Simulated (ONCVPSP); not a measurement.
**Before and after: ONCV potential for arsenic**

| Quantity | Value |
| --- | --- |
| Element | As (Z = 33) |
| Generator | ONCVPSP 4.0.1 |
| Type | optimised norm-conserving Vanderbilt (ONCV) |
| Functional | LDA (Perdew-Wang 92) |
| Relativity | scalar-relativistic |
| Frozen core | [Ar] 3d10 |
| Valence charge | 5 |
| Reference configuration | 4s1.75 4p3.25 |
| Partial waves | 4s: rc 1.25 bohr, ncon 3, nbas 6, qcut 4.8 1/bohr, 1 projector; 4p: rc 1.90 bohr, ncon 4, nbas 7, qcut 4.3 1/bohr, 2 projectors, debl 2.8 Ha |
| Local potential | polynomial inside 0.95 bohr (lpopt 5, dvloc0 2 Ha) |
| Core correction | Teter function, fcfact 3, rcfact 1.3 |

Change: local potential polynomial inside 0.95 bohr (lpopt 5, dvloc0 8.5 Ha).

Cutoffs: the cutoffs (Ha) at which the residual kinetic energy of the hardest occupied pseudo-wave falls to 1 and 0.1 mHa per electron; they do not see the model core or the augmentation charge, which bear on the density cutoff. Errors are all-electron minus pseudo energies relative to the spin-unpolarised reference configuration.

Predict the effect on cutoff, ghosts and configuration errors.

The potential gets neither clearly harder nor softer (31 Ha and 70 Ha → 31 Ha and 70 Ha); the bound ghost in s disappears; the lowest positive-energy flag moves from p at 158.0 eV to s at 18.3 eV; of the 4 tests that both files solve, the error grows in 2 and shrinks in 0 by more than 15 % and 0.3 meV (median size 2.9 → 2.9 meV); the range in which the s phases agree narrows (upper end 4.8 → 0.0). In the separable form a ghost depends on how the local part lies against the semilocal potential of the channel, so the choice of the local part can create or remove one.

| quantity | base | changed |
| --- | --- | --- |
| cutoff, loose | 31 Ha | 31 Ha |
| cutoff, tight | 70 Ha | 70 Ha |
| bound ghosts | s | none |
| GHOST(+) flags under 300 eV | p at 158.0 eV | s at 18.3 eV |
| error for 4s2 4p3, meV [ΔE -2.35 eV] | +0.6 | +0.7 |
| error for 4s2 4p2, meV [ΔE 6.97 eV] | -0.1 | +0.8 |
| error for 4s2 4p1, meV [ΔE 25.13 eV] | -5.1 | +5.0 |
| error for 4s2 4p0, meV [ΔE 53.16 eV] | -20 | +25 |
| s: phases at 1.27 bohr within 0.05 rad from the reference energy up to (Ha; the scan ends near 5) | 4.8 | 0.0 |
| p: phases at 1.93 bohr within 0.05 rad from the reference energy up to (Ha; the scan ends near 5) | 4.0 | 4.1 |
| rms error of d²Exc/dni dnj with the model core, mHa | 3.22 | 3.22 |

 A true bound ghost makes a file unfit for plane-wave use even where its test errors are small: the radial tests pick states by their node count and pass the ghost by.
